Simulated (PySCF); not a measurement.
# Identify the compound

Molecular formula: C6H4O3. Simulated spectra:

1H NMR (500 MHz, computed): δ 9.73 (s, 2H), 7.51 (s, 2H).

13C{1H} NMR (computed): δ 178.0 (CH), 155.0 (C), 120.0 (CH).

[PySCF 2.14: shieldings: GIAO B97-2/pcSseg-1; coordinates at the PBE0-D3(BJ)/def2-SVP level; spin–spin couplings from B3LYP/pcJ-1 (without the spin–dipole term); equivalent nuclei averaged; isolated molecule; a single conformation; no relativistic terms]

Referencing at the same level of theory: 1H, 13C vs TMS.

**Question.** Deduce the structure.

**Answer.** 
- Rings plus π bonds: 5 (1 ring in the answer).
- 3 carbon signals for 6 carbons: some carbons are equivalent by symmetry or fast rotation.
- Carbon types of the structure: 2 × C, 4 × CH, which accounts for all hydrogens.
- δC 178.0: aldehyde carbonyl carbon; low-lying n→π* states of the double bond to the heteroatom give a large paramagnetic term (-237 ppm).
- δC 155.0: substituted aromatic carbon next to the ring oxygen.
- δC 120.0: aromatic CH.
- δH 9.73: hydrogen on an aldehyde carbonyl carbon; the C=O anisotropy and electron withdrawal place aldehyde protons far downfield.
- δH 7.51: hydrogen on an aromatic CH; ring-current deshielding.

The compound is `C(=O)c1ccc(C=O)o1`.

This is the structure that produced the data.

Shifts are as computed. Against solution values, carbons near 30 ppm lie about +1 ppm off and those near 130 ppm about +2 ppm. Of 1211 compounds with measured shifts, 218 miss one by over three times the rms of a fit or turn the order of signals round; such compounds aren't used in these exercises.
